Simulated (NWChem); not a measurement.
System: octafluoropropane (C₃F₈); SMILES FC(F)(F)C(F)(F)C(F)(F)F

NWChem printed, in part:

```
             Northwest Computational Chemistry Package (NWChem) 7.3.0
             --------------------------------------------------------

 C2  symmetry detected

                             Geometry "geometry" -> ""
                             -------------------------

 Output coordinates in angstroms (scale by  1.889725989 to convert to a.u.)

  No.       Tag          Charge          X              Y              Z
 ---- ---------------- ---------- -------------- -------------- --------------
    1 F                    9.0000    -1.38124262    -1.09554136     1.00822893
    2 C                    6.0000    -1.31680856     0.00008828     0.23529193
    3 F                    9.0000    -1.37611875     1.09016556     1.01618693
    4 F                    9.0000    -2.36453965     0.00552695    -0.60150707
    5 C                    6.0000     0.00000000     0.00000000    -0.59746507
    6 F                    9.0000     0.00011853     1.10486002    -1.38061507
    7 F                    9.0000    -0.00011853    -1.10486002    -1.38061507
    8 C                    6.0000     1.31680856    -0.00008828     0.23529193
    9 F                    9.0000     1.37611875    -1.09016556     1.01618693
   10 F                    9.0000     2.36453965    -0.00552695    -0.60150707
   11 F                    9.0000     1.38124262     1.09554136     1.00822893

 Effective nuclear repulsion energy (a.u.)     791.1973601412

      Symmetry information
      --------------------

 Group name             C2
 Group number              4
 Group order               2
 No. of unique centers     6

                                 NWChem DFT Module
                                 -----------------

 Summary of "ao basis" -> "ao basis" (spherical)
 ------------------------------------------------------------------------------
       Tag                 Description            Shells   Functions and Types
 ---------------- ------------------------------  ------  ---------------------
 F                          cc-pvdz                  6       14   3s2p1d
 C                          cc-pvdz                  6       14   3s2p1d

      Symmetry analysis of basis
      --------------------------

        a          78
        b          76

            General Information
            -------------------
          SCF calculation type: DFT
          Wavefunction type:  closed shell.
          No. of atoms     :    11
          No. of electrons :    90
           Alpha electrons :    45
            Beta electrons :    45
          Charge           :     0
          Spin multiplicity:     1
          Use of symmetry is: on ; symmetry adaption is: on
          Maximum number of iterations: 150
          AO basis - number of functions:   154
                     number of shells:    66
          Convergence on energy requested:  1.00D-06
          Convergence on density requested:  1.00D-05
          Convergence on gradient requested:  5.00D-04

              XC Information
              --------------
                  TPSS metaGGA Exchange Functional  1.000
             TPSS03 metaGGA Correlation Functional  1.000

             Grid Information
             ----------------
          Grid used for XC integration:  medium
          Radial quadrature: Mura-Knowles
          Angular quadrature: Lebedev.
          Tag              B.-S. Rad. Rad. Pts. Rad. Cut. Ang. Pts.
          ---              ---------- --------- --------- ---------
          F                   0.50       49          10.0       434
          C                   0.70       49           8.0       434
          Grid pruning is: on
          Number of quadrature shells:   294
          Spatial weights used:  Erf1

      Superposition of Atomic Density Guess
      -------------------------------------

 Sum of atomic energies:        -908.06936781

      Non-variational initial energy
      ------------------------------

 Total energy =    -911.153213
 1-e energy   =   -2844.666473
 2-e energy   =    1142.315900
 HOMO         =      -0.323046
 LUMO         =       0.181700

      Symmetry analysis of molecular orbitals - initial
      -------------------------------------------------

  Numbering of irreducible representations:

     1 a           2 b

  Orbital symmetries:

     1 a           2 b           3 a           4 b           5 b
     6 a           7 a           8 b           9 a          10 a
    11 b          12 a          13 b          14 a          15 b
    16 a          17 b          18 a          19 b          20 a
    21 b          22 a          23 a          24 b          25 b
    26 a          27 a          28 b          29 b          30 a
    31 b          32 b          33 a          34 a          35 b
    36 a          37 b          38 a          39 b          40 b
    41 a          42 b          43 a          44 a          45 b
    46 b          47 a          48 a          49 b          50 a
    51 b          52 a          53 a          54 b          55 b

     ---------------------------------------------
      Total Density - Mulliken Population Analysis
     ---------------------------------------------

    Atom       Charge   Shell Charges
 -----------   ------   -------------------------------------------------------
    1 F    9     9.41   2.00  0.91  0.99  3.44  2.06  0.00
    2 C    6     4.72   2.00  0.65  0.24  1.25  0.35  0.22
    3 F    9     9.41   2.00  0.91  0.99  3.44  2.06  0.00
    4 F    9     9.41   2.00  0.91  0.99  3.45  2.06  0.00
    5 C    6     5.30   2.00  0.69  0.46  1.45  0.53  0.16
    6 F    9     9.41   2.00  0.91  0.99  3.44  2.06  0.00
    7 F    9     9.41   2.00  0.91  0.99  3.44  2.06  0.00
    8 C    6     4.72   2.00  0.65  0.24  1.25  0.35  0.22
    9 F    9     9.41   2.00  0.91  0.99  3.44  2.06  0.00
   10 F    9     9.41   2.00  0.91  0.99  3.45  2.06  0.00
   11 F    9     9.41   2.00  0.91  0.99  3.44  2.06  0.00

   convergence    iter        energy       DeltaE   RMS-Dens  Diis-err
 ---------------- ----- ----------------- --------- --------- ---------
 d= 0,ls=0.0,diis     1   -912.7087927868 -1.70D+03  2.12D-02  4.34D+00
 d= 0,ls=0.0,diis     2   -911.3588310887  1.35D+00  1.31D-02  2.21D+01
 d= 0,ls=0.0,diis     3   -913.1731228241 -1.81D+00  1.53D-03  1.05D-01
 d= 0,ls=0.0,diis     4   -913.1783427400 -5.22D-03  7.43D-04  4.20D-02
 d= 0,ls=0.0,diis     5   -913.1812176892 -2.87D-03  2.53D-04  6.74D-03
  Resetting Diis
 d= 0,ls=0.0,diis     6   -913.1817473746 -5.30D-04  4.07D-05  6.15D-05
 d= 0,ls=0.0,diis     7   -913.1817520556 -4.68D-06  3.16D-05  1.46D-05
 d= 0,ls=0.0,diis     8   -913.1817495130  2.54D-06  2.03D-05  4.50D-05
 d= 0,ls=0.0,diis     9   -913.1817533113 -3.80D-06  1.67D-06  2.06D-07
 d= 0,ls=0.0,diis    10   -913.1817533297 -1.83D-08  2.92D-07  7.09D-09

         Total DFT energy =     -913.181753329651
      One electron energy =    -2843.116679634816
           Coulomb energy =     1238.897252454471
    Exchange-Corr. energy =     -100.159686290523
 Nuclear repulsion energy =      791.197360141217

 Numeric. integr. density =       89.999987188369

                  Occupations of the irreducible representations
                  ----------------------------------------------

                     irrep           alpha         beta
                     --------     --------     --------
                     a                23.0         23.0
                     b                22.0         22.0

                       DFT Final Molecular Orbital Analysis
                       ------------------------------------

 Vector   43  Occ=2.000000D+00  E=-3.710330D-01  Symmetry=b
              MO Center=  1.9D-13,  3.1D-13,  2.1D-01, r^2= 4.6D+00
   Bfn.  Coefficient  Atom+Function         Bfn.  Coefficient  Atom+Function
  ----- ------------  ---------------      ----- ------------  ---------------
    47     -0.219328   4 F  py              131     -0.219328  10 F  py
     6      0.216717   1 F  pz              146     -0.216717  11 F  pz
    34     -0.214485   3 F  pz              118      0.214485   9 F  pz
    75     -0.171069   6 F  py               89     -0.171069   7 F  py
    33      0.167580   3 F  py              117      0.167580   9 F  py

 Vector   44  Occ=2.000000D+00  E=-3.683028D-01  Symmetry=a
              MO Center= -2.7D-13,  1.2D-15,  3.8D-01, r^2= 5.1D+00
   Bfn.  Coefficient  Atom+Function         Bfn.  Coefficient  Atom+Function
  ----- ------------  ---------------      ----- ------------  ---------------
    47      0.307840   4 F  py              131     -0.307840  10 F  py
    50      0.205478   4 F  py              134     -0.205478  10 F  py
     4     -0.185906   1 F  px                6     -0.186041   1 F  pz
    32      0.186161   3 F  px              116     -0.186161   9 F  px
   144      0.185906  11 F  px              146     -0.186041  11 F  pz

 Vector   45  Occ=2.000000D+00  E=-3.194353D-01  Symmetry=b
              MO Center= -4.9D-14, -2.3D-15, -3.2D-01, r^2= 3.3D+00
   Bfn.  Coefficient  Atom+Function         Bfn.  Coefficient  Atom+Function
  ----- ------------  ---------------      ----- ------------  ---------------
    60      0.313784   5 C  px               74     -0.288088   6 F  px
    88     -0.288088   7 F  px               77     -0.204121   6 F  px
    91     -0.204121   7 F  px               18     -0.191429   2 C  px
   102     -0.191429   8 C  px               17     -0.176203   2 C  s
   101      0.176203   8 C  s                46      0.169193   4 F  px

 Vector   46  Occ=0.000000D+00  E= 1.315631D-02  Symmetry=b
              MO Center=  7.3D-14, -6.7D-14, -2.4D-01, r^2= 2.5D+00
   Bfn.  Coefficient  Atom+Function         Bfn.  Coefficient  Atom+Function
  ----- ------------  ---------------      ----- ------------  ---------------
    64      0.487292   5 C  py               61      0.452366   5 C  py
    19      0.282187   2 C  py              103      0.282187   8 C  py
    73     -0.275883   6 F  s                87      0.275883   7 F  s
    76     -0.231745   6 F  pz               90      0.231745   7 F  pz
    79     -0.201184   6 F  pz               93      0.201184   7 F  pz

 Vector   47  Occ=0.000000D+00  E= 1.498553D-02  Symmetry=a
              MO Center=  5.4D-14,  7.1D-14, -3.1D-01, r^2= 2.8D+00
   Bfn.  Coefficient  Atom+Function         Bfn.  Coefficient  Atom+Function
  ----- ------------  ---------------      ----- ------------  ---------------
    62      0.360930   5 C  pz               65      0.345460   5 C  pz
    20      0.319333   2 C  pz              104      0.319333   8 C  pz
    23      0.305728   2 C  pz              107      0.305728   8 C  pz
    45      0.226712   4 F  s               129      0.226712  10 F  s
    46      0.215117   4 F  px              130     -0.215117  10 F  px

 Vector   48  Occ=0.000000D+00  E= 1.095419D-01  Symmetry=b
              MO Center= -8.8D-15,  5.0D-14,  1.3D-01, r^2= 2.7D+00
   Bfn.  Coefficient  Atom+Function         Bfn.  Coefficient  Atom+Function
  ----- ------------  ---------------      ----- ------------  ---------------
    63      0.700864   5 C  px               17      0.647798   2 C  s
   101     -0.647798   8 C  s                21      0.458305   2 C  px
   105      0.458305   8 C  px               18      0.411069   2 C  px
   102      0.411069   8 C  px               60      0.340564   5 C  px
    20      0.275719   2 C  pz              104     -0.275719   8 C  pz

     ---------------------------------------------
      Total Density - Mulliken Population Analysis
     ---------------------------------------------

    Atom       Charge   Shell Charges
 -----------   ------   -------------------------------------------------------
    1 F    9     9.14   2.01  0.91  0.99  3.33  1.90  0.01
    2 C    6     5.53   2.01  0.74  0.14  1.90  0.43  0.31
    3 F    9     9.14   2.01  0.91  0.99  3.33  1.90  0.01
    4 F    9     9.14   2.01  0.91  0.99  3.33  1.89  0.01
    5 C    6     5.83   2.01  0.72  0.38  1.96  0.54  0.22
    6 F    9     9.15   2.01  0.91  1.00  3.33  1.91  0.01
    7 F    9     9.15   2.01  0.91  1.00  3.33  1.91  0.01
    8 C    6     5.53   2.01  0.74  0.14  1.90  0.43  0.31
    9 F    9     9.14   2.01  0.91  0.99  3.33  1.90  0.01
   10 F    9     9.14   2.01  0.91  0.99  3.33  1.89  0.01
   11 F    9     9.14   2.01  0.91  0.99  3.33  1.90  0.01

     -------------------------------------------
      Total Density - Lowdin Population Analysis
     -------------------------------------------

    Atom       Charge   Shell Charges
 -----------   ------   -------------------------------------------------------
    1 F    9     8.93   1.92  0.94  0.84  3.18  2.04  0.01
    2 C    6     6.21   1.89  0.60  0.37  1.70  0.94  0.71
    3 F    9     8.93   1.92  0.94  0.84  3.18  2.04  0.01
    4 F    9     8.92   1.92  0.94  0.83  3.18  2.03  0.01
    5 C    6     6.17   1.89  0.61  0.39  1.77  0.97  0.54
    6 F    9     8.93   1.92  0.94  0.84  3.19  2.04  0.01
    7 F    9     8.93   1.92  0.94  0.84  3.19  2.04  0.01
    8 C    6     6.21   1.89  0.60  0.37  1.70  0.94  0.71
    9 F    9     8.93   1.92  0.94  0.84  3.18  2.04  0.01
   10 F    9     8.92   1.92  0.94  0.83  3.18  2.03  0.01
   11 F    9     8.93   1.92  0.94  0.84  3.18  2.04  0.01

     Multipole analysis of the density
     ---------------------------------

     L   x y z        total         alpha         beta         nuclear
     -   - - -        -----         -----         ----         -------
     0   0 0 0     -0.000000    -45.000000    -45.000000     90.000000

     1   1 0 0      0.000000      0.000000      0.000000     -0.000000
     1   0 1 0     -0.000000     -0.000000     -0.000000      0.000000
     1   0 0 1      0.029990      0.014995      0.014995     -0.000000

     2   2 0 0    -41.822494   -359.937896   -359.937896    678.053298
     2   1 1 0     -0.002212     -0.000975     -0.000975     -0.000262
     2   1 0 1     -0.000000     -0.000000     -0.000000      0.000000
     2   0 2 0    -41.962502   -136.986427   -136.986427    232.010352
     2   0 1 1     -0.000000     -0.000000     -0.000000      0.000000
     2   0 0 2    -42.077541   -164.798031   -164.798031    287.518521
```

Level: TPSS/cc-pVDZ. Geometry: optimised at PBE-D3(BJ)/def2-SVP. Not confirmed as a minimum by frequencies.

Problem. Which NWChem input produces such a log?

Solution. This is not unique; one that fits is the input that was run:
```
start job
memory heap 200 mb stack 900 mb global 1100 mb
geometry units angstroms noautoz
  F     -1.377208    -1.100609     1.007271
  C     -1.316800    -0.004750     0.234334
  F     -1.380115     1.085102     1.015229
  F     -2.364544    -0.003161    -0.602465
  C      0.000000     0.000000    -0.598423
  F     -0.003941     1.104853    -1.381573
  F      0.003941    -1.104853    -1.381573
  C      1.316800     0.004750     0.234334
  F      1.380115    -1.085102     1.015229
  F      2.364544     0.003161    -0.602465
  F      1.377208     1.100609     1.007271
end
basis spherical
  * library cc-pvdz
end
dft
  xc xtpss03 ctpss03
  iterations 150
  mulliken
end
task dft energy
```
